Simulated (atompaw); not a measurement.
## As (Z = 33): one change to a PAW (atompaw) potential, before and after

| Quantity | Value |
| --- | --- |
| Element | As (Z = 33) |
| Generator | atompaw 4.2.0.5 |
| Type | PAW |
| Functional | PBE |
| Relativity | scalar-relativistic |
| Frozen core | [Ar] 3d10 |
| Valence charge | 5 |
| Reference configuration | 4s1.75 4p3.25 |
| Partial waves | 4s (bound); 4s channel at 2.85 Ry; 4p (bound); 4p channel at 3.4 Ry |
| Local potential | bessel scheme, radius 1.95 bohr |
| Core correction | smooth core density matched at 1.35 bohr |
| Augmentation charge | besselshape compensation charge, radius 2.00 bohr; PAW radius 2.10 bohr; waves and projectors: bloechl |

All-electron outer shells of the reference configuration (PBE, scalar-relativistic, ld1.x):

```tsv
shell	level (eV)	outermost node (bohr)	outermost maximum (bohr)
3p	-134.11	0.22	0.52
3d	-41.07	–	0.47
4s	-14.72	0.73	1.61
4p	-5.36	0.78	1.97
```

Change: local potential bessel scheme, radius 0.96 bohr.

Cutoffs: the cutoffs (Ry, on a coarse ladder) from which the occupation-weighted sum of valence levels, in a spherical-Bessel basis at the reference potential, stays within 10 and 1 mRy of its value at 400 Ry; they do not see the model core or the augmentation charge, which bear on the density cutoff.

Question: What does the change do?

Answer: The potential gets harder (10 Ry and 15 Ry → 30 Ry and 40 Ry); neither file shows a bound ghost.

```tsv
quantity	base	changed
cutoff, loose	10 Ry	30 Ry
cutoff, tight	15 Ry	40 Ry
loose cutoff by channel (10 mRy a level)	s 6 Ry, p 6 Ry	s 21 Ry, p 21 Ry
bound ghosts	none	none
s: phases at 2.10 bohr within 0.05 rad from the reference energy up to (Ry; the scan ends near 5)	to the end of the scan	4.2
p: phases at 2.10 bohr within 0.05 rad from the reference energy up to (Ry; the scan ends near 5)	to the end of the scan	to the end of the scan
lowest overlap eigenvalue by channel	s 0.41, p 0.63	s 0.28, p 0.47
```

 The cutoffs see the waves, projectors and local potential, not the compensation charge or the core.
